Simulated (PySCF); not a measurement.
## C₆ coefficients of unlike pairs at BP86

Calculated with PySCF 2.14 from the dipole response of each species, C₆(A,B) = (3/π) ∫ α_A(iu) α_B(iu) du, in atomic units, from isotropic polarisabilities. For ions this is the dispersion term alone; charge-induced terms of lower order in 1/R come first.

| species | configuration | basis | relativity | α (bohr³) | C₆ (like pair) |
| --- | --- | --- | --- | --- | --- |
| Os | [Xe] 4f14 5d6 6s2 (5D) | def2-QZVPPD with the def2 core potential (60 electrons) (7s5p4d4f2g) | core potential | 53.37 | 595.7 |
| Ta⁺ | [Xe] 4f14 5d3 6s1 (5F) | x2c-TZVPPall with one added diffuse shell each of s, p, d, f type (12s8p8d4f1g) | spin-free X2C | 40.49 | 349.6 |
| Ir⁺ | [Xe] 4f14 5d7 6s1 (5F) | x2c-TZVPPall with one added diffuse shell each of s, p, d, f type (12s8p8d4f1g) | spin-free X2C | 24.41 | 200.3 |
| Rh³⁺ | [Kr] 4d6 (5D) | aug-cc-pwCVTZ-DK (11s10p8d4f3g) | spin-free X2C | 4.841 | 22.28 |

(1) Estimate C₆ for Ir⁺ with Ta⁺.

No spin-orbit coupling is included.

The other pairs:

| pair | C₆ |
| --- | --- |
| Ir⁺, Os | 338.0 |
| Rh³⁺, Ta⁺ | 74.40 |
| Rh³⁺, Os | 96.02 |
| Rh³⁺, Ir⁺ | 61.75 |
| Ta⁺, Os | 456.2 |

Results:

(1) The integral gives 259.7. The combination rule 2 C_A C_B / (C_A α_B/α_A + C_B α_A/α_B) gives 257.9 and the geometric mean 264.6.
